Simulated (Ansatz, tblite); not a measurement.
Cost and result up the ladder for `c1c[se]c(-c2ccc(-c3ccc(-c4ccc(-c5ccc(-c6ccc[se]6)[se]5)[se]4)[se]3)[se]2)c1` (44 atoms). Charge 0, multiplicity 1. Geometry: r2SCAN-D4/def2-SVP.

```
atom   x (Å)    y (Å)   z (Å)
  C1  -5.583   -9.532   1.259
  C2  -6.774   -8.871   1.085
 Se3  -6.506   -7.054   0.800
  C4  -4.654   -7.367   0.953
  C5  -3.677   -6.316   0.834
  C6  -2.295   -6.430   0.926
  C7  -1.565   -5.235   0.770
  C8  -2.312   -4.085   0.542
  C9  -1.860   -2.743   0.347
 C10  -2.609   -1.594   0.120
 C11  -1.878   -0.399  -0.036
 C12  -0.496   -0.511   0.057
 C13   0.497    0.511  -0.057
 C14   1.879    0.399   0.038
 C15   2.610    1.594  -0.118
 C16   1.861    2.742  -0.348
 C17   2.312    4.085  -0.543
 C18   1.565    5.234  -0.769
 C19   2.295    6.430  -0.925
 C20   3.677    6.316  -0.835
 C21   4.653    7.367  -0.954
 C22   4.423    8.715  -1.192
 C23   5.582    9.532  -1.261
 C24   6.773    8.872  -1.083
Se25   6.506    7.055  -0.795
Se26   4.152    4.520  -0.519
Se27   0.020    2.312  -0.379
Se28  -0.019   -2.313   0.376
Se29  -4.151   -4.520   0.516
 C30  -4.423   -8.715   1.188
 H31  -5.535  -10.610   1.439
 H32  -7.781   -9.287   1.099
 H33  -1.810   -7.392   1.108
 H34  -0.472   -5.206   0.823
 H35  -3.701   -1.621   0.066
 H36  -2.365    0.564  -0.218
 H37   2.366   -0.563   0.223
 H38   3.702    1.621  -0.062
 H39   0.472    5.206  -0.821
 H40   1.809    7.392  -1.106
 H41   3.413    9.112  -1.317
 H42   5.534   10.610  -1.444
 H43   7.780    9.289  -1.094
 H44  -3.413   -9.114   1.309
```

Ansatz on 2 threads of AMD EPYC 7R13 on a shared host and a share (18 GiB) of an NVIDIA H100 80GB HBM3; xTB runs through tblite on one thread. Times are rough, summed over both states, and most runs start from the orbitals of an earlier one. PBE0-D4/def2-SVP serves as the yardstick here, not as an exact answer. The other state is a doublet.

The xTB rows come from tblite. Single mean-field runs in def2-SVP are fitted with def2-universal-jkfit.

Raw xTB energies of ions are shifted by several eV.

```
                            level  functions  wall time
                         GFN2-xTB        164     0.36 s
                         GFN1-xTB        178     0.39 s
                  PBE-D4/def2-SVP        598       12 s
   PBE0-D4/def2-SVP (with forces)        598       20 s
r2SCANh-D4/def2-SVP (with forces)        598       25 s
```

(1) Estimate what each level gives for the vertical IE (eV).

Results:

(1) 
```json
{"level": "GFN2-xTB", "vertical IE (eV)": "10.94", "difference from PBE0-D4/def2-SVP (eV)": "4.87"}
{"level": "GFN1-xTB", "vertical IE (eV)": "11.33", "difference from PBE0-D4/def2-SVP (eV)": "5.27"}
{"level": "PBE-D4/def2-SVP", "vertical IE (eV)": "5.77", "difference from PBE0-D4/def2-SVP (eV)": "-0.29"}
{"level": "PBE0-D4/def2-SVP (with forces)", "vertical IE (eV)": "6.07", "difference from PBE0-D4/def2-SVP (eV)": "0.00"}
{"level": "r2SCANh-D4/def2-SVP (with forces)", "vertical IE (eV)": "5.97", "difference from PBE0-D4/def2-SVP (eV)": "-0.09"}
```
